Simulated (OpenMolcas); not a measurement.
**3d6 along the 24-electron sequence**

- Program: OpenMolcas 26.06
- Method: MS-CASPT2, IPEA 0.25 Eh, imaginary shift 0.1 Eh
- Basis: ANO-RCC-VQZP
- Scalar Hamiltonian: DKH2, point nucleus
- Spin-orbit coupling: state interaction with AMFI integrals over the reference wave functions, term energies averaged over their components

Active space for each ion: 6 electrons in 5 orbitals (3d); closed shells correlated by CASPT2: 3s 3p.

Computed levels in cm-1 above 5D4:

```csv
Level,Fe2+,Co3+,Cu5+
5D3,435,618,1130
5D2,739,1047,1886
5D1,935,1322,2370
5D0,1032,1456,2600
3P2(1),18920,22890,29310
3H6,19830,23970,30850
3H5,20040,24270,31330
3P1(1),20190,24690,32590
3H4,20200,24470,31540
weight of 5D in the lowest level (%),100,100,100
```

Measured, with the error of the calculation in %. Measured levels: Fe2+ from Corliss and Sugar, J. Phys. Chem. Ref. Data 11, 135 (1982); Co3+ from Sugar and Corliss, J. Phys. Chem. Ref. Data 10, 1097 (1981); Cu5+ from Sugar and Musgrove, J. Phys. Chem. Ref. Data 19, 527 (1990).

| Level | Fe2+ | Co3+ | Cu5+ |
| --- | --- | --- | --- |
| 5D3 | 436 (-0.4) | 639 (-3.3) | 1196 (-5.5) |
| 5D2 | 739 (+0.1) | 1078 (-2.9) | 1987 (-5.1) |
| 5D1 | 932 (+0.3) |  | 2490 (-4.9) |
| 5D0 | 1027 (+0.4) | 1494 (-2.5) | 2733 (-4.8) |
| 3P2(1) | 19405 (-2.5) | 22883 (0) | 29285 (+0.1) |
| 3H6 | 20051 (-1.1) | 23680 (+1.2) | 30418 (+1.4) |
| 3H5 | 20301 (-1.3) | 24032 (+1.0) | 31009 (+1.0) |
| 3P1(1) | 20688 (-2.4) | 24729 (-0.1) | 32685 (-0.3) |
| 3H4 | 20482 (-1.4) | 24272 (+0.8) | 31288 (+0.8) |

The fine-structure level 5D0 changes by a factor of 2.52 from Fe2+ to Cu5+. Its fourth root runs 5.67, 6.18, 7.14, with steps per unit of Z of 0.51, 0.48; equal steps would mean a (Z - σ)^4 law with constant σ.

3P2(1) changes by a factor of 1.55 over the same range, with steps per unit of Z of +3970, +3210 cm-1.

Term energies are means over components that CASPT2 splits; among the terms shown or strongly mixed into the levels shown the widest spread is 280 cm-1 (3d6 3H, Fe2+). Computed and measured levels are paired by configuration, term and J; levels that our copy of the source lacks, or whose pairing is in doubt (as where it misses far off the trend of its configuration), stay unpaired and out of the deviations. Levels of configurations outside the active space are missing.

A number in round brackets counts repeated terms of one configuration in the order of the reference energies.
